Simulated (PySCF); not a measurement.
Input for PySCF: D3(BJ) and D4 dispersion corrections on H4N2Si (SMILES N[Si]N), a point of a torsion scan.

```python
from pyscf import gto
from pyscf.dispersion import dftd3, dftd4

mol = gto.M(
    atom='''
    N     1.36078641    0.06968268   -0.09259752
    Si   -0.15429350    0.13681076    0.71301063
    N     0.07204237    1.60583039    1.57305271
    H     1.61364363   -0.67732559   -0.71480532
    H     2.09593793    0.75925867   -0.00715962
    H     0.90429110    2.17960668    1.53453647
    H    -0.62803190    1.99544461    2.17902081
    ''',
    basis='def2-svp',
    charge=0, spin=0, verbose=0, max_memory=1800)
d3, d4 = {}, {}
for xc in ['hf', 'pbe', 'blyp', 'revpbe', 'tpss', 'r2scan', 'b3lyp', 'pbe0', 'bhlyp', 'camb3lyp', 'b2plyp']:
    d3[xc] = float(dftd3.DFTD3Dispersion(mol, xc=xc, version='d3bj', atm=False).get_dispersion()['energy'])
    print(f'D3(BJ) {xc:10s} {d3[xc]:14.8f} Eh')
for xc in ['hf', 'pbe', 'blyp', 'revpbe', 'tpss', 'r2scan', 'b3lyp', 'pbe0', 'bhlyp', 'camb3lyp', 'b2plyp']:
    d4[xc] = float(dftd4.DFTD4Dispersion(mol, xc={'camb3lyp': 'cam-b3lyp'}.get(xc, xc), atm=True).get_dispersion()['energy'])
    print(f'D4     {xc:10s} {d4[xc]:14.8f} Eh')
```

Program output:

```
D3(BJ) hf            -0.04112027 Eh
D3(BJ) pbe           -0.00446356 Eh
D3(BJ) blyp          -0.00979554 Eh
D3(BJ) revpbe        -0.01161940 Eh
D3(BJ) tpss          -0.00561443 Eh
D3(BJ) r2scan        -0.00115289 Eh
D3(BJ) b3lyp         -0.00800777 Eh
D3(BJ) pbe0          -0.00381745 Eh
D3(BJ) bhlyp         -0.00638564 Eh
D3(BJ) camb3lyp      -0.00342900 Eh
D3(BJ) b2plyp        -0.00372747 Eh
D4     hf            -0.01639412 Eh
D4     pbe           -0.00419517 Eh
D4     blyp          -0.00956918 Eh
D4     revpbe        -0.01397929 Eh
D4     tpss          -0.00568534 Eh
D4     r2scan        -0.00094367 Eh
D4     b3lyp         -0.00684746 Eh
D4     pbe0          -0.00346793 Eh
D4     bhlyp         -0.00508375 Eh
D4     camb3lyp      -0.00347930 Eh
D4     b2plyp        -0.00288550 Eh
```

The run finished.

Cost: around 0.03 core-seconds (rough).
